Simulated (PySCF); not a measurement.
`CSCOC1CC1`: 4 charge schemes on one density

C₅H₁₀OS.
Atom-mapped SMILES: `[CH3:1][S:2][CH2:3][O:4][CH:5]1[CH2:6][CH2:7]1` (hydrogens: H8, H9, H10 on C1; H11, H12 on C3; H13 on C5; H14, H15 on C6; H16, H17 on C7)

Geometry (GFN2-xTB, Å), atoms numbered from 1 in this order:
```xyz
17
C5H10OS angstrom
C      2.4805   -0.4989    0.7885
S      1.7180    1.1401    0.6246
C      0.7962    0.8275   -0.9322
O     -0.1827   -0.1435   -0.8158
C     -1.3422    0.2724   -0.1517
C     -1.4571    0.1153    1.3373
C     -2.2211   -0.7919    0.4179
H      3.2596   -0.6127    0.0395
H      2.9053   -0.5596    1.7843
H      1.7091   -1.2520    0.6569
H      1.5137    0.4731   -1.6741
H      0.3887    1.8012   -1.2266
H     -1.8000    1.1468   -0.6106
H     -1.9912    0.8744    1.8870
H     -0.6142   -0.2983    1.8667
H     -1.8805   -1.8101    0.3183
H     -3.2893   -0.6718    0.3294
```

Density: PBE0/pcSseg-1 (PySCF); schemes: Mulliken, IAO, Hirshfeld and ESP-fitted. Isolated species at its GFN2-xTB geometry (one conformer only).

**Question.** Tabulate the Mulliken, IAO, Hirshfeld and ESP-fitted charges.

**Answer.** In e; atoms taken as equivalent share a row and are averaged (×n: the atom named and its like, n in all):

```
     atom                 environment  Mulliken     IAO  Hirshfeld  ESP-fitted
       C1             S-methyl carbon    -0.387  -0.507     -0.125      -0.429
       S2              sulfide sulfur    -0.093  +0.041     -0.023      -0.166
       C3  sp3 carbon bound to oxygen    -0.048  -0.134     -0.003      -0.392
       O4                ether oxygen    -0.468  -0.369     -0.127      -0.234
       C5  sp3 carbon bound to oxygen    +0.037  +0.058     +0.025      +0.152
    C6/C7  three-membered-ring carbon    -0.212  -0.304     -0.099      -0.316
H8/H9/H10             methyl hydrogen    +0.149  +0.158     +0.044      +0.179
  H11/H12          methylene hydrogen    +0.143  +0.148     +0.044      +0.235
      H13            methine hydrogen    +0.109  +0.128     +0.043      +0.108
  H14/H17          methylene hydrogen    +0.129  +0.152     +0.049      +0.134
  H15/H16          methylene hydrogen    +0.141  +0.159     +0.045      +0.159
```

Mean size of the charges over all atoms: ESP-fitted 0.218 e, IAO 0.190 e, Mulliken 0.167 e, Hirshfeld 0.056 e. Each set sums to the total charge, 0, to within 0.001 e. The Mulliken scheme counts on each atom the diagonal of the density matrix times the overlap matrix over that atom's basis functions.

Some averages cover members that differ in this geometry: C6/C7, ESP-fitted -0.496 to -0.137; H14/H17, ESP-fitted +0.090 to +0.179; H15/H16, ESP-fitted +0.115 to +0.202; H8/H9/H10, ESP-fitted +0.155 to +0.194 e.

Lowest charge. The schemes don't all agree: Mulliken O4 (-0.468); IAO C1 (-0.507); Hirshfeld O4 (-0.127); ESP-fitted C1 (-0.429).

Highest charge. The schemes don't all agree: Mulliken H8/H9/H10 (+0.149); IAO H15/H16 (+0.159); Hirshfeld H14/H17 (+0.049); ESP-fitted H11/H12 (+0.235).

**Question.** Sum the charges by element, for elements with more than one atom.

**Answer.** 
| element | atoms | Mulliken | IAO | Hirshfeld | ESP-fitted |
| --- | --- | --- | --- | --- | --- |
| C | 5 | -0.821 | -1.191 | -0.302 | -1.302 |
| H | 10 | +1.381 | +1.520 | +0.451 | +1.702 |

**Question.** How many electrons does the Hirshfeld scheme count on C6?

**Answer.** Its own charge is -0.103 e, so Z − q = 6.103.

**Question.** How closely do the schemes follow one another over all atoms?

**Answer.** Correlation coefficient and root-mean-square difference: Mulliken with Hirshfeld 0.98, 0.134 e; IAO with Hirshfeld 0.97, 0.158 e; Mulliken with IAO 0.96, 0.064 e; IAO with ESP-fitted 0.88, 0.118 e; Hirshfeld with ESP-fitted 0.84, 0.193 e; Mulliken with ESP-fitted 0.84, 0.134 e.

The run behind these numbers computed NMR shieldings as well. The run took 37 s of wall time on one thread, Arm Neoverse N1 (shared host).
